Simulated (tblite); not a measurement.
Compound: C₆H₁₈N₂Si.
Cartesian coordinates in Å at the GFN2-xTB level; atoms count from 1:
```xyz
27
C6H18N2Si angstrom
C     -2.423    0.541    1.763
C     -2.625    0.262    0.277
C     -1.355   -0.231   -0.422
C     -1.682   -0.844   -1.782
N     -0.457    0.906   -0.626
N      0.856    0.559   -1.025
Si     1.944   -0.434   -0.117
C      1.898    0.228    1.665
C      3.640   -0.198   -0.923
H     -2.083   -0.356    2.277
H     -3.358    0.861    2.216
H     -1.688    1.327    1.923
H     -2.965    1.168   -0.227
H     -3.400   -0.499    0.167
H     -0.875   -1.004    0.204
H     -2.369   -1.679   -1.666
H     -2.139   -0.094   -2.422
H     -0.775   -1.207   -2.259
H     -0.369    1.416    0.248
H      0.913    0.563   -2.034
H      1.637   -1.883   -0.078
H      0.950    0.011    2.148
H      2.045    1.304    1.691
H      2.678   -0.223    2.270
H      4.400   -0.715   -0.348
H      3.663   -0.600   -1.930
H      3.920    0.849   -0.977
```

Computed values, GFN2-xTB/tblite, gas phase, harmonic and unscaled. This tight-binding method is rough: wavenumbers can miss measured ones by several per cent, in bad cases by 10 to 20. Modes of hydrogen on silicon can be 10 to 20 % off. One conformer, not necessarily the lowest.

Harmonic wavenumbers (cm⁻¹): 33.7, 44.5, 84.7, 87.1, 101.4, 124.6, 137.5, 162.0, 197.0, 206.4, 215.8, 265.6, 293.7, 318.7, 383.7, 461.3, 478.9, 513.6, 642.6, 666.7, 684.6, 761.5, 766.8, 802.3, 804.2, 836.3, 849.8, 851.7, 875.8, 900.8, 954.9, 990.9, 1030.3, 1081.3, 1118.9, 1160.8, 1168.1, 1176.7, 1251.9, 1274.0, 1303.8, 1326.5, 1360.4, 1377.4, 1379.7, 1397.5, 1409.5, 1428.8, 1477.2, 1489.3, 1493.2, 1496.8, 1499.0, 1501.3, 1503.5, 1505.6, 1510.4, 2088.8, 2805.5, 2980.5, 2995.0, 3025.8, 3028.9, 3029.9, 3034.5, 3035.1, 3040.3, 3040.8, 3044.0, 3046.1, 3052.5, 3052.9, 3060.1, 3340.4, 3404.2.

A = 2115, B = 732.4, C = 602.4 MHz; mass 146.124 u (most abundant isotopes); point group C1, symmetry number 1.

Task: What is the zero-point energy?

Result: ½Σν̃ = 51663 cm⁻¹ = 147.71 kcal/mol.

Task: Give the ideal-gas entropy at 500 K and 1 bar in the rigid-rotor, harmonic-oscillator model (classical rotation).

Result: Translation 43.44, rotation 31.76, vibration 76.26: S = 151.5 cal/(mol K).

Task: And Cp and H(500 K) − H(0)?

Result: Cp = 76.92 cal/(mol K), of which vibrations give 68.97 (their classical limit is 75 R = 149.0); H(500 K) − H(0) = 22.57 kcal/mol without the zero-point energy, 18.60 from vibrations.

Task: Blend soft modes into free rotors: weight 1/[1 + (100 cm⁻¹/ν̃)⁴] for the oscillator and the rest for a rotor with moment μB/(μ + B), μ = h/(8π²ν), B = 10⁻⁴⁴ kg m². What vibrational entropy results?

Result: 69.56 cal/(mol K) in place of 76.26, which changes −T·S at 500 K by +3.35 kcal/mol.

Task: What must be added to the electronic energy to get the Gibbs energy at 500 K and 1 bar?

Result: ZPE + [H(500 K) − H(0)] − T·S = 147.71 + 22.57 − 75.73 = 94.55 kcal/mol.

Hindered rotation and anharmonicity are outside this model. Other conformers, if any are populated, would add a mixing term that is left out. The structure is chiral; the term R ln 2 for an equal mix with its mirror image is left out.
